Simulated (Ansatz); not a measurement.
Molecule: sum formula H₄SiNO₂ (charge 0, doublet). It need not be the lowest isomer of its formula. 
Geometry from a B3LYP-D3(BJ)/def2-TZVP (Ansatz, an electronic-structure program) optimisation:
SMILES: O[Si](N)O
```xyz
8

N      1.5268    -0.2105    -0.2411
Si    -0.1484     0.1009    -0.3227
O     -0.8506    -1.3394     0.1036
O     -0.3794     1.3603     0.7307
H      1.9150    -1.0706    -0.5924
H      2.1963     0.5414    -0.2180
H     -1.7392    -1.4964    -0.2259
H     -1.1430     1.9200     0.5676
```
Charge 0, spin multiplicity 2.

Wanted: atomisation energy (electronic, to ground-state atoms), in kcal/mol. Cores are frozen in the correlated levels unless marked. Open shells are spin-unrestricted. No spin-orbit coupling. No relativistic terms. The coupled-cluster limit lacks core correlation, which all-electron functionals hold. CBS marks a two-point X^-3 extrapolation of the correlation energy; Hartree-Fock from the larger set.

```tsv
level	program	atomisation energy (kcal/mol)
HF/6-31G*	Ansatz	443.7
```

**Question.** What does CCSD(T)/CBS(cc-pV(T+d)Z,cc-pV(Q+d)Z) (Ansatz) give?

**Answer.** 709.6 kcal/mol, so HF/6-31G* differs from it by -265.9 kcal/mol.
